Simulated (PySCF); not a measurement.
# TcN: frontier orbitals

r²SCAN at R = 1.573 Å; PySCF, spin-free X2C with a Gaussian nucleus, basis sets Tc x2c-TZVPPall, N x2c-TZVPPall. State: ³Δ (triplet), unpaired electrons σ ↑, δ ↑. Only the outer orbitals are listed, counted within each symmetry.

```
spin  orbital  occ.  ε (eV)  on Tc (%)           main shells (%)
   α      10σ     1  -18.82         17           82 N s, 12 Tc d
   α       5π     1   -9.01         51           49 Tc d, 48 N p
   α       5π     1   -9.01         51           49 Tc d, 48 N p
   α      11σ     1   -8.95         43   43 N p, 41 Tc d, 14 N s
   α       2δ     1   -6.14        100                  100 Tc d
   α       2δ     1   -5.18        100                  100 Tc d
   α      12σ     1   -5.02         91           77 Tc s, 10 N p
   α       6π     0   -2.98         68  36 Tc d, 32 N p, 31 Tc p
   α       6π     0   -2.98         68  36 Tc d, 32 N p, 31 Tc p
   α      13σ     0   -1.50         69  30 Tc d, 30 Tc p, 29 N p
   β      10σ     1  -19.09         14           86 N s, 10 Tc d
   β       5π     1   -8.87         39           60 N p, 38 Tc d
   β       5π     1   -8.87         39           60 N p, 38 Tc d
   β      11σ     1   -8.62         36   52 N p, 34 Tc d, 12 N s
   β       2δ     1   -4.59        100                  100 Tc d
   β      12σ     0   -3.03         92   76 Tc s, 12 Tc d, 9 N p
   β       2δ     0   -2.76        100                  100 Tc d
   β       6π     0   -2.13         69  52 Tc d, 30 N p, 17 Tc p
```

Task: Which are the highest filled and the lowest empty level, where do they sit, and how wide is the gap?

Result: Highest filled β 2δ at -4.59 eV (in %: 100 Tc d); lowest empty β 12σ at -3.03 eV (in %: 76 Tc s, 12 Tc d, 9 N p); the gap at r²SCAN is 1.56 eV.

```
bond order (Mayer)                              : 3.04
⟨S²⟩                                            : 2.030
charge on Tc (Mulliken, basis-dependent)        : 0.32
charge on Tc (Löwdin, basis-dependent)          : 0.08
dipole moment (positive dipole means Tc(−)N(+)) : -2.37 D
```

Spin–orbit coupling is left out. The state is the lowest single determinant that the PBE0 search found; with open d or f shells the true ground state can be another one.
